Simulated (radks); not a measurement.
The numbers below are computed, except where a source is named.
The nickel ion Ni+, 27 electrons, occupied as [Ar] 3d9. Level of theory: scalar-relativistic Kohn-Sham, SCAN, spin-polarised, spherical densities, finite nucleus; open shells are filled with parallel spins first; meta-GGA in the generalised Kohn-Sham scheme; Fermi nuclear charge, rms radius 3.7757 fm (a radial shooting solver on a logarithmic mesh with Libxc functionals).

Radial electron density D(r) = 4 pi r^2 rho(r):

r (bohr)  D(r) (e/bohr)    spin D(r)
0.00229          0.9830   -0.0000159
0.002582          1.223   -0.0000198
0.002935          1.541   -0.0000249
0.003309          1.908   -0.0000309
0.003761          2.391   -0.0000387
0.00424           2.944   -0.0000476
0.004819          3.661   -0.0000591
0.005434          4.475   -0.0000722
0.006176          5.515   -0.0000889
0.006963          6.675    -0.000107
0.007914          8.132    -0.000131
0.008923          9.722    -0.000156
0.01006           11.54    -0.000185
0.01143           13.73    -0.000220
0.01289           16.01    -0.000255
0.01465           18.65    -0.000297
0.01652           21.27    -0.000337
0.01878           24.12    -0.000382
0.02117           26.73    -0.000422
0.02406           29.30    -0.000462
0.02713           31.36    -0.000494
0.03083           32.99    -0.000520
0.03477           33.85    -0.000535
0.03951           33.96    -0.000535
0.04455           33.30    -0.000514
0.05023           32.02    -0.000454
0.05709           30.23    -0.000305
0.06437           28.54  -0.00000436
0.07316           27.19     0.000653
0.08249           26.76      0.00187
0.09375           27.52      0.00438
0.1057            29.39      0.00866
0.1201            32.29       0.0166
0.1355            35.24       0.0290
0.154             37.68       0.0503
0.1736            38.46       0.0804
0.1957            37.25        0.124
0.2224            33.74        0.187
0.2508            28.95        0.266
0.285             23.42        0.373
0.3214            19.12        0.493
0.3653            16.45        0.633
0.4118            16.07        0.766
0.4681            17.37        0.892
0.5278            19.18        0.983
0.5998            20.52         1.03
0.6763            20.44         1.02
0.7686            18.74        0.959
0.8667            15.99        0.857
0.9771            12.74        0.730
1.111             9.351        0.584
1.252             6.667        0.451
1.423             4.479        0.328
1.605             3.003        0.231
1.824             1.924        0.147
2.056             1.246       0.0891
2.337            0.7627       0.0466
2.635            0.4628       0.0218
2.995            0.2558      0.00730
3.377            0.1364      0.00107
3.838           0.06342     -0.00110
4.327           0.02788     -0.00123

D(r) has 3 maxima, at r = 0.0377, 0.172, 0.634 bohr, and minima at 0.0818, 0.396 bohr, inside which lie 2.11, 10.77 electrons.
